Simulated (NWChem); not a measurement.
# AlNH3Cl; SMILES [NH2][AlH][Cl]

```xyz
6

Al    -0.5691     0.5128     0.0000
H     -2.1290     0.7882     0.0000
Cl     0.1939    -1.4659     0.0000
N      0.6069     1.8427     0.0000
H      1.6234     1.7316     0.0000
H      0.3597     2.8350     0.0000
```
Atoms are numbered in this order, from 1.

Computed with NWChem. The geometry was optimised at PBE-D3(BJ)/def2-SVP.

**Question.** Taking PBE0/cc-pVQZ as the yardstick, which of these has the fewest basis functions while keeping “dipole (D)” within 0.1 D of it: PBE0/aug-cc-pVTZ; PBE0/cc-pVTZ; PBE0/aug-cc-pVDZ; PBE0/cc-pVDZ?

**Answer.** PBE0/aug-cc-pVDZ.
```csv
level,basis functions,dipole (D),relative time (rough)
PBE0/cc-pVDZ,65,2.46,1
PBE0/aug-cc-pVDZ,104,2.22,2
PBE0/cc-pVTZ,140,2.28,3
PBE0/aug-cc-pVTZ,215,2.17,4
PBE0/cc-pVQZ,263,2.21,7
```

The yardstick is one finite set, not the basis-set limit.
